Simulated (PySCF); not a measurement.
Ligand exchange on a metal centre used in film growth or etching (Hf F-H). Gas-phase values, no solvent.

The dipole moment from two functionals at the same geometries (PBE-D3(BJ)/def2-SVP), both in PySCF: PBE-D3(BJ)/def2-TZVP and B3LYP-D3(BJ)/def2-TZVP. B3LYP has the VWN-RPA correlation part, as in Gaussian. 

```csv
species,PBE-D3(BJ)/def2-TZVP (D),B3LYP-D3(BJ)/def2-TZVP (D)
0 of 4 F replaced by H,0.00,0.00
1 of 4 F replaced by H ([Hf(F)3(H)]),0.16,0.08
2 of 4 F replaced by H ([Hf(F)2(H)2]),0.17,0.29
3 of 4 F replaced by H ([Hf(F)(H)3]),0.52,0.64
4 of 4 F replaced by H,0.00,0.00
```

Over these rows, drawn at random from the members with no instability flagged (it was tested for open shells, ions and some series alone), PBE minus B3LYP-D3(BJ): mean -0.03 D, from -0.12 D to +0.08 D.
